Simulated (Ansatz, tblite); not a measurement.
Forces on Pd4H7 at its PBE0-D4/def2-SVP geometry. Total charge 0; doublet.

In the def2 sets Pd takes a core potential; there is no spin–orbit coupling. The xTB rows come from tblite. In the doublet, H5 and H9 lie 0.85 Å apart, H8 and H11 lie 0.86 Å apart, H6 and H10 lie 0.86 Å apart (atoms count from 1), so H2 has formed as a molecule. No other spin state of charge 0 was run. Another isomer (doublet) lies 0.04 eV lower at PBE0-D4/def2-TZVP; other spin states weren't run for this one.

GFN1-xTB (tblite), largest force 1.11 eV/Å:

```xyz
11
positions Å, forces eV/Å
Pd   -1.561   -0.502    1.328    0.087   -0.067   -0.384
Pd   -0.165   -1.722   -0.673    0.291    0.315    0.222
Pd    0.750    0.495    0.794   -0.127   -0.043    0.118
Pd   -1.206    0.842   -1.059    0.415    0.107    0.295
H     1.501   -2.122   -0.622   -0.666   -0.525   -0.373
H     1.319    1.249    2.244    0.289   -1.042   -0.239
H    -1.626   -0.777   -0.491    0.278    0.135    0.044
H    -0.801    2.342   -1.791   -0.330   -0.113    0.986
H     1.152   -2.794   -1.017    0.068    0.873    0.459
H     1.655    0.454    2.270   -0.520    0.900   -0.299
H    -1.018    2.535   -0.984    0.214   -0.540   -0.830
```

GFN2-xTB (tblite), largest force 1.74 eV/Å:

```
Pd -0.468 -0.158 0.202
Pd 0.515 -0.476 -0.033
Pd 0.673 0.274 0.909
Pd -0.144 0.781 -0.161
H 0.362 1.500 0.808
H -0.708 1.144 -0.522
H 0.465 0.117 -0.099
H 0.341 -0.703 -1.455
H -0.966 -1.159 -0.768
H 0.333 -1.332 -0.444
H -0.404 0.011 1.563
```

PBE-D4/def2-TZVP (Ansatz), largest force 0.24 eV/Å:

```
Pd -0.027 -0.060 -0.145
Pd -0.073 0.168 0.152
Pd 0.034 0.036 -0.089
Pd 0.097 -0.110 0.150
H 0.056 0.031 0.013
H -0.028 0.138 0.021
H -0.190 -0.068 -0.033
H 0.022 0.052 -0.110
H 0.049 -0.134 -0.057
H 0.095 -0.120 0.043
H -0.036 0.069 0.055
```
